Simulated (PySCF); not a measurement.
Isomers of C4H10OSi, mass 102.050 u with the commonest isotopes. Method used: PBE0-D3(BJ)/def2-SVP geometry optimisation, gas phase in PySCF. One conformer each, none proved a minimum here; rigid rotors.

**Question.** Order these by rotational constant B, smallest first.
A. `[CH3:1]/[CH:2]=[CH:3]/[CH2:4][O:5][SiH3:6]` with C2–C3–C4–O5 0°, C3–C4–O5–Si6 177°
B. `[OH:1][SiH:2]1[CH2:3][CH2:4][CH2:5][CH2:6]1` with H–O1–Si2–C3 57°, O1–Si2–C3–C4 -107°, Si2–C3–C4–C5 -37°, C3–C4–C5–C6 50°, C4–C5–C6–Si2 -36°
C. `[CH2:1]=[CH:2][CH2:3][CH2:4][SiH2:5][OH:6]` with C1–C2–C3–C4 -117°, C2–C3–C4–Si5 -178°, C3–C4–Si5–O6 177°, C4–Si5–O6–H 69°
D. `[CH3:1][C@@H:2]1[CH2:3][CH2:4][O:5][SiH2:6]1` with C1–C2–C3–C4 -163°, C2–C3–C4–O5 41°, C3–C4–O5–Si6 -25°, C4–O5–Si6–C2 2°
E. `[CH2:1]=[CH:2][O:3][SiH:4]([CH3:5])[CH3:6]` with C1–C2–O3–Si4 164°, C2–O3–Si4–C5 -79°
F. `[CH2:1]=[CH:2][CH2:3][CH2:4][O:5][SiH3:6]` with C1–C2–C3–C4 124°, C2–C3–C4–O5 62°, C3–C4–O5–Si6 -170°

**Answer.** C (958.6 MHz), A (1067 MHz), F (1147 MHz), E (1583 MHz), B (2296 MHz), D (2687 MHz).

**Question.** Order these by rotational constant A, smallest first.
A. `[OH:1][SiH:2]1[CH2:3][CH2:4][CH2:5][CH2:6]1` with H–O1–Si2–C3 57°, O1–Si2–C3–C4 -107°, Si2–C3–C4–C5 -37°, C3–C4–C5–C6 50°, C4–C5–C6–Si2 -36°
B. `[CH2:1]=[CH:2][CH2:3][CH2:4][O:5][SiH3:6]` with C1–C2–C3–C4 124°, C2–C3–C4–O5 62°, C3–C4–O5–Si6 -170°
C. `[CH3:1]/[CH:2]=[CH:3]/[CH2:4][O:5][SiH3:6]` with C2–C3–C4–O5 0°, C3–C4–O5–Si6 177°
D. `[CH2:1]=[CH:2][CH2:3][CH2:4][SiH2:5][OH:6]` with C1–C2–C3–C4 -117°, C2–C3–C4–Si5 -178°, C3–C4–Si5–O6 177°, C4–Si5–O6–H 69°
E. `[CH3:1][C@@H:2]1[CH2:3][CH2:4][O:5][SiH2:6]1` with C1–C2–C3–C4 -163°, C2–C3–C4–O5 41°, C3–C4–O5–Si6 -25°, C4–O5–Si6–C2 2°
F. `[CH2:1]=[CH:2][O:3][SiH:4]([CH3:5])[CH3:6]` with C1–C2–O3–Si4 164°, C2–O3–Si4–C5 -79°
G. `[SiH3:1][O:2][CH2:3][CH:4]1[CH2:5][CH2:6]1` with Si1–O2–C3–C4 -179°, O2–C3–C4–C5 -81°

**Answer.** E (4339 MHz), A (4753 MHz), F (5056 MHz), B (7869 MHz), C (9584 MHz), G (10623 MHz), D (11059 MHz).

**Question.** Order these by out-of-plane moment Σ m c² = (Ia + Ib − Ic)/2, largest first.
A. `[CH3:1]/[CH:2]=[CH:3]/[CH2:4][O:5][SiH3:6]` with C2–C3–C4–O5 0°, C3–C4–O5–Si6 177°
B. `[CH2:1]=[CH:2][CH2:3][CH2:4][SiH2:5][OH:6]` with C1–C2–C3–C4 -117°, C2–C3–C4–Si5 -178°, C3–C4–Si5–O6 177°, C4–Si5–O6–H 69°
C. `[CH2:1]=[CH:2][CH2:3][CH2:4][O:5][SiH3:6]` with C1–C2–C3–C4 124°, C2–C3–C4–O5 62°, C3–C4–O5–Si6 -170°
D. `[OH:1][SiH:2]1[CH2:3][CH2:4][CH2:5][CH2:6]1` with H–O1–Si2–C3 57°, O1–Si2–C3–C4 -107°, Si2–C3–C4–C5 -37°, C3–C4–C5–C6 50°, C4–C5–C6–Si2 -36°
E. `[CH3:1][C@@H:2]1[CH2:3][CH2:4][O:5][SiH2:6]1` with C1–C2–C3–C4 -163°, C2–C3–C4–O5 41°, C3–C4–O5–Si6 -25°, C4–O5–Si6–C2 2°
F. `[CH2:1]=[CH:2][O:3][SiH:4]([CH3:5])[CH3:6]` with C1–C2–O3–Si4 164°, C2–O3–Si4–C5 -79°

**Answer.** D (26.56 u·Å²), F (19.29 u·Å²), B (16.06 u·Å²), C (14.99 u·Å²), E (12.98 u·Å²), A (6.15 u·Å²).

```
            SMILES  point group  Ia (u·Å²)  Ib (u·Å²)  Ic (u·Å²)      κ  μa (D)  μb (D)  μc (D)
      C=CCC[SiH2]O           C1      45.70     527.19     540.77  -1.00    0.65    0.89    0.99
    C/C=C/CO[SiH3]      near Cs      52.73     473.54     513.98  -0.98    0.01    0.77    0.05
      C=CCCO[SiH3]           C1      64.23     440.60     474.85  -0.98    0.13    0.68    0.71
     [SiH3]OCC1CC1           C1      47.57     434.78     450.44  -0.99    0.49    0.74    0.38
C[C@@H]1CCO[SiH2]1           C1     116.47     188.05     278.57  -0.31    1.51    1.06    0.43
     C=CO[SiH](C)C           C1      99.95     319.27     380.65  -0.86    1.52    0.65    0.30
      O[SiH]1CCCC1           C1     106.34     220.07     273.28  -0.69    1.35    0.08    1.22
```
